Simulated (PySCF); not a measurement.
`O=CCc1ccccc1`: 4 charge schemes on one density

Species: C₈H₈O.
Z-matrix (Å and degrees, PBE0-D3(BJ)/def2-SVP geometry), rows numbered from 1:
```
O 
C   1  1.1998
C   2  1.5124  1  124.64
C   3  1.5057  2  110.58  1  -125.34
C   4  1.3985  3  121.39  2   -99.26
C   5  1.3941  4  120.71  3   177.31
C   6  1.3933  5  120.12  4    -0.10
C   7  1.3947  6  119.65  5    -0.06
C   8  1.3924  7  120.12  6    -0.07
H   2  1.1221  1  121.24  3  -178.96
H   3  1.1035  2  107.50  1   114.53
H   3  1.0997  2  108.00  1    -2.13
H   5  1.0937  4  119.52  3    -3.16
H   6  1.0926  5  119.76  4   179.74
H   7  1.0925  6  120.18  5   179.91
H   8  1.0926  7  120.11  6   180.00
H   9  1.0937  4  119.40  3     2.62
```

Density: PBE0/pcSseg-1 (PySCF); schemes: Mulliken, IAO, Hirshfeld and ESP-fitted. Geometry: PBE0-D3(BJ)/def2-SVP, one conformer, isolated molecule.

Give the atomic charges in each scheme.

In e; atoms taken as equivalent share a row and are averaged (×n: the atom named and its like, n in all):

```
   atom                    environment  Mulliken     IAO  Hirshfeld  ESP-fitted
     O1                aldehyde oxygen    -0.344  -0.381     -0.225      -0.465
     C2                aldehyde carbon    +0.247  +0.276     +0.136      +0.526
     C3  sp3 carbon next to a carbonyl    -0.127  -0.316     -0.076      -0.333
     C4    substituted aromatic carbon    -0.328  +0.003     +0.004      +0.157
  C5/C9             aromatic CH carbon    -0.019  -0.157     -0.051      -0.224
  C6/C8             aromatic CH carbon    -0.081  -0.144     -0.046      -0.143
     C7             aromatic CH carbon    -0.082  -0.150     -0.048      -0.125
    H10                formyl hydrogen    +0.080  +0.095     +0.037      -0.023
H11/H12             methylene hydrogen    +0.146  +0.160     +0.054      +0.121
H13/H17              aromatic hydrogen    +0.081  +0.148     +0.050      +0.163
H14/H16              aromatic hydrogen    +0.101  +0.154     +0.053      +0.147
    H15              aromatic hydrogen    +0.100  +0.153     +0.052      +0.137
```

Mean size of the charges over all atoms: ESP-fitted 0.198 e, IAO 0.171 e, Mulliken 0.127 e, Hirshfeld 0.064 e. Each set sums to the total charge, 0, to within 0.001 e. The IAO scheme projects the occupied orbitals on a minimal set of polarised atomic orbitals and counts the electrons in each atom's part of it.

Some averages cover members that differ in this geometry: H13/H17, ESP-fitted +0.149 to +0.176 e.

Lowest charge. All schemes agree: Mulliken O1 (-0.344); IAO O1 (-0.381); Hirshfeld O1 (-0.225); ESP-fitted O1 (-0.465).

Highest charge. All schemes agree: Mulliken C2 (+0.247); IAO C2 (+0.276); Hirshfeld C2 (+0.136); ESP-fitted C2 (+0.526).

How many electrons does the IAO scheme count on C3?

Z − q = 6 − (-0.316) = 6.316.

How closely do the schemes follow one another over all atoms?

Correlation coefficient and root-mean-square difference: IAO with Hirshfeld 0.95, 0.116 e; IAO with ESP-fitted 0.94, 0.085 e; Hirshfeld with ESP-fitted 0.93, 0.162 e; Mulliken with Hirshfeld 0.83, 0.101 e; Mulliken with IAO 0.80, 0.113 e; Mulliken with ESP-fitted 0.68, 0.171 e.
